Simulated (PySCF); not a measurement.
# Spin-rotation constants: SMILES C=C/C=C(\C=C\C=C)CC, C10H14

Geometry:
```tsv
atom	x (Å)	y (Å)	z (Å)
C1	-3.676	-1.855	-0.397
C2	-2.395	-1.484	-0.408
C3	-1.877	-0.439	0.430
C4	-0.602	0.014	0.510
C5	0.467	-0.521	-0.291
C6	1.761	-0.149	-0.259
C7	2.764	-0.743	-1.100
C8	4.050	-0.395	-1.078
C9	-0.301	1.152	1.452
C10	-0.239	2.483	0.701
H11	-4.396	-1.382	0.251
H12	-4.047	-2.641	-1.032
H13	-1.712	-1.991	-1.075
H14	-2.616	0.027	1.071
H15	0.198	-1.303	-0.989
H16	2.108	0.621	0.415
H17	2.426	-1.515	-1.781
H18	4.416	0.370	-0.412
H19	4.778	-0.857	-1.720
H20	0.645	0.975	1.967
H21	-1.084	1.211	2.210
H22	-1.192	2.683	0.216
H23	-0.024	3.297	1.390
H24	0.533	2.461	-0.064
```

Method: GIAO HSE06/3-21G magnetisability, rotational g tensor and spin-rotation constants, non-relativistic, gas phase (PySCF). Geometry: GFN2-xTB.

Give the nuclear spin-rotation constants along the inertial axes (H = +C I·J) beside the isotropic shieldings.

Rotational constants 1.8033, 0.6695, 0.5071 GHz. A star marks the isotopologue with that one atom substituted, in its own axes.
| atom | isotope | Caa (kHz) | Cbb (kHz) | Ccc (kHz) | mean (kHz) | σ (ppm) |
| --- | --- | --- | --- | --- | --- | --- |
| H11 | 1H | -0.029 | -0.007 | -0.061 | -0.033 | 27.6 |
| H12 | 1H | -0.152 | 0.034 | -0.059 | -0.059 | 27.6 |
| H13 | 1H | -0.044 | 0.010 | -0.058 | -0.031 | 26.3 |
| H14 | 1H | -0.017 | -0.004 | -0.062 | -0.028 | 27.0 |
| H15 | 1H | -0.144 | 0.043 | -0.058 | -0.053 | 26.5 |
| H16 | 1H | -0.141 | 0.039 | -0.059 | -0.053 | 26.8 |
| H17 | 1H | -0.150 | 0.043 | -0.058 | -0.055 | 26.7 |
| H18 | 1H | -0.143 | 0.031 | -0.058 | -0.057 | 27.5 |
| H19 | 1H | -0.032 | -0.008 | -0.060 | -0.033 | 27.6 |
| H20 | 1H | -0.056 | -0.073 | -0.029 | -0.052 | 30.4 |
| H21 | 1H | -0.053 | -0.053 | -0.050 | -0.052 | 31.0 |
| H22 | 1H | -0.073 | -0.079 | -0.033 | -0.062 | 32.0 |
| H23 | 1H | -0.206 | 0.005 | -0.058 | -0.087 | 31.9 |
| H24 | 1H | -0.060 | -0.063 | -0.045 | -0.056 | 31.6 |
| C1 | 13C* | 0.470 | 0.237 | 0.059 | 0.255 | 98.8 |
| C2 | 13C* | 0.531 | 0.255 | 0.051 | 0.279 | 90.0 |
| C3 | 13C* | 0.533 | 0.231 | 0.075 | 0.280 | 87.9 |
| C4 | 13C* | 0.587 | 0.253 | 0.057 | 0.299 | 81.8 |
| C5 | 13C* | 0.513 | 0.244 | 0.062 | 0.273 | 91.9 |
| C6 | 13C* | 0.526 | 0.238 | 0.065 | 0.277 | 90.5 |
| C7 | 13C* | 0.514 | 0.260 | 0.065 | 0.280 | 84.0 |
| C8 | 13C* | 0.483 | 0.232 | 0.059 | 0.258 | 98.5 |
| C9 | 13C* | 0.232 | 0.075 | 0.066 | 0.124 | 178.8 |
| C10 | 13C* | 0.197 | 0.070 | 0.050 | 0.106 | 191.7 |

For the geometry as given, no vibrational averaging.
